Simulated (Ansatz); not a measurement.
Born–Oppenheimer molecular dynamics of FGeH₆N (9 atoms, charge 0, multiplicity 1). It starts at the highest image of a converged band. Of that band: Neighbouring images differ by up to 1.3 eV, so the band resolves the path poorly. A vibrational analysis at the climbing image gives one clearly imaginary mode, 1280i cm⁻¹: a first-order saddle point.

Theory: Ansatz 0.2.0, RKS PBE-D4/def2-SVP.

- ensemble: NVE (velocity Verlet)
- time step: 0.5 fs
- steps asked: 200
- starting velocities drawn for: 300 K
- seed: 8942

First frame:

```xyz
9
Properties=species:S:1:pos:R:3
Ge -0.280 0.008 -0.086
H -0.057 -0.997 1.600
H 0.918 0.879 0.352
F -0.953 1.030 -1.402
H -0.187 -1.351 -0.809
N -1.899 0.174 1.081
H -2.788 -0.148 0.670
H -2.038 1.116 1.473
H -1.099 -0.579 1.685
```

How far do the bonds stretch over the last three quarters of this one trajectory? (Pairs bonded in most of those frames.)


```tsv
bond	mean (Å)	spread (Å)	shortest	longest
Ge1–H2	1.578	0.042	1.51	1.66
Ge1–H3	1.559	0.041	1.49	1.63
Ge1–F4	1.813	0.063	1.71	1.90
Ge1–H5	1.598	0.094	1.44	1.73
N6–H7	1.030	0.007	1.02	1.04
N6–H8	1.030	0.005	1.02	1.04
N6–H9	1.032	0.004	1.03	1.04
```

Mean temperature of the second half: 1473 K. The conserved energy stayed within 0.19 meV per atom of its start (net change 0.028 meV per atom), so the integration is sound. The kinetic energy rose, since the run started high on the potential surface and went downhill. It ends in pieces (FGeH3 + H3N), so much of that is their flight and rotation, not heat. A run of 0.1 ps of so small a system gives no equilibrium averages. The orbitals stay closed-shell, which can raise the energy where a bond breaks towards radicals; this wasn't checked here.

Run time: 4.3 min on 2 threads of Arm Neoverse V1, on a shared host, peak memory 0.12 GiB.
